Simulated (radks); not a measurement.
The numbers below are computed, except where a source is named.
All-electron atom: Sc2+ in [Ar] 3d1.

Level of theory: scalar-relativistic Kohn-Sham, BLYP, spin-polarised, spherical densities, point nucleus; open shells are filled with parallel spins first (a radial shooting solver on a logarithmic mesh with Libxc functionals).

Energy parts (Ry):
total: -1527.18502
kinetic: 1538.90728
electron-nucleus: -3605.94175
Hartree: 617.48341
exchange-correlation: -77.63396

Orbitals (lengths in bohr, moments of r in powers of bohr; <r^-3> diverges for s and p1/2; r(max) is where P^2 peaks):
[
 {"orbital": "1s down", "occ.": "1", "eigenvalue (Ry)": "-324.4891", "<r^-3>": "-", "<r^2>": "0.007175", "<1/r>": "20.77", "r(max)": "0.04780"},
 {"orbital": "1s up", "occ.": "1", "eigenvalue (Ry)": "-324.4886", "<r^-3>": "-", "<r^2>": "0.007175", "<1/r>": "20.77", "r(max)": "0.04780"},
 {"orbital": "2s up", "occ.": "1", "eigenvalue (Ry)": "-36.00535", "<r^-3>": "-", "<r^2>": "0.1398", "<1/r>": "4.294", "r(max)": "0.2836"},
 {"orbital": "2s down", "occ.": "1", "eigenvalue (Ry)": "-35.98816", "<r^-3>": "-", "<r^2>": "0.1397", "<1/r>": "4.296", "r(max)": "0.2836"},
 {"orbital": "2p up", "occ.": "3", "eigenvalue (Ry)": "-29.69432", "<r^-3>": "223.7", "<r^2>": "0.1170", "<1/r>": "4.200", "r(max)": "0.2321"},
 {"orbital": "2p down", "occ.": "3", "eigenvalue (Ry)": "-29.68094", "<r^-3>": "223.9", "<r^2>": "0.1169", "<1/r>": "4.201", "r(max)": "0.2321"},
 {"orbital": "3s up", "occ.": "1", "eigenvalue (Ry)": "-5.18900", "<r^-3>": "-", "<r^2>": "1.329", "<1/r>": "1.308", "r(max)": "0.9255"},
 {"orbital": "3s down", "occ.": "1", "eigenvalue (Ry)": "-5.12345", "<r^-3>": "-", "<r^2>": "1.329", "<1/r>": "1.308", "r(max)": "0.9252"},
 {"orbital": "3p up", "occ.": "3", "eigenvalue (Ry)": "-3.61670", "<r^-3>": "25.02", "<r^2>": "1.592", "<1/r>": "1.178", "r(max)": "0.9661"},
 {"orbital": "3p down", "occ.": "3", "eigenvalue (Ry)": "-3.55168", "<r^-3>": "25.01", "<r^2>": "1.596", "<1/r>": "1.178", "r(max)": "0.9657"},
 {"orbital": "3d up", "occ.": "1", "eigenvalue (Ry)": "-1.34211", "<r^-3>": "1.623", "<r^2>": "3.145", "<1/r>": "0.8392", "r(max)": "1.074"},
 {"orbital": "3d down", "occ.": "0", "eigenvalue (Ry)": "-1.28457", "<r^-3>": "1.594", "<r^2>": "3.273", "<1/r>": "0.8301", "r(max)": "1.076"},
 {"orbital": "4s up", "occ.": "0", "eigenvalue (Ry)": "-1.19375", "<r^-3>": "-", "<r^2>": "10.44", "<1/r>": "0.4336", "r(max)": "2.718"},
 {"orbital": "4p up", "occ.": "0", "eigenvalue (Ry)": "-0.88304", "<r^-3>": "2.947", "<r^2>": "14.45", "<1/r>": "0.3691", "r(max)": "3.161"}
]

The highest occupied level is 3d up at -18.260 eV. Summed over all electrons, <r^2> = 16.36 bohr^2, which gives a Langevin (diamagnetic) susceptibility term of -13 x 10^-6 cm^3/mol.
